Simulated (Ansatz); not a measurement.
Co₂Si₅, relaxed as a singlet with RKS PBE-D4/def2-SVP in Ansatz, starting from the GFN2-xTB geometry. Force threshold 0.02 eV/Å.

This restricted singlet of an open-shell metal (gap down to 0.27 eV) wasn't tested against broken symmetry. The relaxation made no stability test and no search for a lower SCF solution. No other spin state of charge 0 was run. Another isomer (quintet) lies 1.27 eV lower at PBE0-D4/def2-TZVP; other spin states weren't run for this one.

Start:

```xyz
7

Co    1.922   -0.026    0.098
Co   -1.621    1.023   -0.179
Si    1.008   -1.160   -1.548
Si    0.502    1.657   -0.137
Si   -1.243   -0.494   -1.724
Si   -1.409   -0.166    1.657
Si    0.842   -0.834    1.833
```

(1) Estimate the energy that the relaxation releases and the steps that it takes.

(2) Does the start keep its bonding and symmetry?

(3) Predict the relaxed structure.

Results:

(1) 1.85 eV, in 27 steps; 69 s on 4 threads of Arm Neoverse V2 on a shared host. The force fell under the threshold at step 8, but the optimiser went on and released 0.873 eV more. No frequencies were taken in this run, so the end may be a saddle point.

(2) Bonds formed: Co1–Si6, Co2–Si3, Si3–Si4, Si3–Si7, Si4–Si6, Si5–Si6, Si5–Si7 (atoms count from 1). Point group C2v at the start, C2v at the end, both within 0.05 Å.

(3) 
```xyz
7

Co    1.601    0.240    0.796
Co   -1.235    0.961   -0.898
Si    0.701   -0.337   -1.312
Si    0.556    1.843   -0.147
Si   -1.441   -1.255   -0.470
Si   -0.712    0.304    1.316
Si    0.529   -1.755    0.715
```
Bond lengths (bridged metal pairs left out): 8 × Co–Si 2.13 to 2.37 Å; 7 × Si–Si 2.35 to 2.48 Å.
